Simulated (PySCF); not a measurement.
Choosing a molecule for a target property.

All species are isolated and taken at one optimised geometry, non-relativistic unless stated. Electronic properties by PySCF.

Dipoles, sizes and rotational constants follow the conformer. The torsions of the flexible species, by atom-mapped SMILES:
- `[SiH3:1][SiH2:2][c:3]1[cH:4][cH:5][c:6]([Cl:7])[cH:8][n:9]1`: Si1–Si2–C3–C4 160°
- `[CH3:1][CH2:2]/[C:3](=[CH:4]/[O:5][CH3:6])[C:7](=[O:8])[Cl:9]`: C1–C2–C3–C4 95°, C3–C4–O5–C6 -177°, C2–C3–C7–O8 -5°
- `[CH2:1]=[C:2]([CH3:3])[CH:4]=[C:5]([CH:6]=[O:7])[CH:8]=[O:9]`: C1–C2–C4–C5 172°, C4–C5–C6–O7 11°, C4–C5–C8–O9 152°
- `[CH3:1][CH2:2][S:3](=[O:4])(=[O:5])[c:6]1[cH:7][cH:8][cH:9][cH:10][cH:11]1`: C1–C2–S3–O4 65°, C2–S3–C6–C7 89°
- `[N:1]#[C:2][CH2:3][CH2:4][SiH2:5][N:6]([SiH3:7])[SiH3:8]`: C2–C3–C4–Si5 -66°, C3–C4–Si5–N6 -49°, C4–Si5–N6–Si7 113°
- `[CH2:1]=[CH:2][P@:3]([CH2:4][CH3:5])(=[N:6][CH3:7])[C:8]([F:9])([F:10])[F:11]`: C1–C2–P3–C4 -44°, C2–P3–C4–C5 -71°, C2–P3–C8–F9 64°

(1) Wanted: smallest rotational constant above 0.74 GHz (GFN2-xTB) and HOMO energy above -7.8 eV (PBE0/pcSseg-1), at GFN2-xTB geometries. Which candidate meets both?
A. `CC(C=C(C=O)C=O)=C`
B. `CCS(=O)(c1ccccc1)=O`
C. `CC/C(=C/OC)C(=O)Cl`
D. `[SiH3][SiH2]c1ccc(Cl)cn1`

(2) Wanted: dipole moment above 5.5 D (PBE0/pcSseg-1) and HOMO–LUMO gap below 7 eV (PBE0/pcSseg-1), at GFN2-xTB geometries. Which candidate meets both?
A. `C(=O)C(C=O)=CC(=C)C`
B. `N#CCC[SiH2]N([SiH3])[SiH3]`
C. `[SiH3][SiH2]c1ccc(Cl)cn1`
D. `C=C[P@](CC)(=NC)C(F)(F)F`
E. `CC/C(=C/OC)C(=O)Cl`
F. `CCS(=O)(=O)c1ccccc1`

Results:

(1) A. Computed values:
```csv
species,smallest rotational constant,HOMO energy
[SiH3][SiH2]c1ccc(Cl)cn1,0.374 GHz,-7.58 eV
CCS(=O)(c1ccccc1)=O,0.585 GHz,-8.01 eV
CC/C(=C/OC)C(=O)Cl,0.703 GHz,-7.18 eV
CC(C=C(C=O)C=O)=C,0.786 GHz,-7.29 eV
```

(2) E. Computed values:
```
                   species  dipole moment  HOMO–LUMO gap
  [SiH3][SiH2]c1ccc(Cl)cn1         1.65 D        6.27 eV
  C=C[P@](CC)(=NC)C(F)(F)F         3.16 D        5.39 eV
N#CCC[SiH2]N([SiH3])[SiH3]         3.70 D        7.32 eV
       C(=O)C(C=O)=CC(=C)C         4.71 D        4.36 eV
       CCS(=O)(=O)c1ccccc1         4.96 D        6.78 eV
        CC/C(=C/OC)C(=O)Cl         6.00 D        5.57 eV
```
